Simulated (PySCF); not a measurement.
HI2Si, SMILES I[SiH]I, doublet (PBE0/def2-SVP optimised geometry):

```
4

I      1.449    -0.715     0.000
Si    -0.998    -0.715     0.000
I     -1.959    -1.790     1.976
H     -1.449     0.715     0.000
```

Method: unrestricted PBE0/def2-TZVP, def2 effective core potentials past Kr in PySCF.

Q: What are the frontier orbital energies (α orbitals alone; a β orbital can be the lowest empty one) and the dipole moment?

A: HOMO-2 -8.14 eV, HOMO-1 -7.84 eV, HOMO -6.50 eV, LUMO -1.51 eV, LUMO+1 -0.68 eV; dipole moment 0.60 D.

On the same geometry PySCF with unrestricted PBE/def2-TZVP, def2 effective core potentials past Kr gives HOMO-2 -6.99 eV, HOMO-1 -6.75 eV, HOMO -5.41 eV, LUMO -2.27 eV, LUMO+1 -1.45 eV; dipole moment 0.45 D.
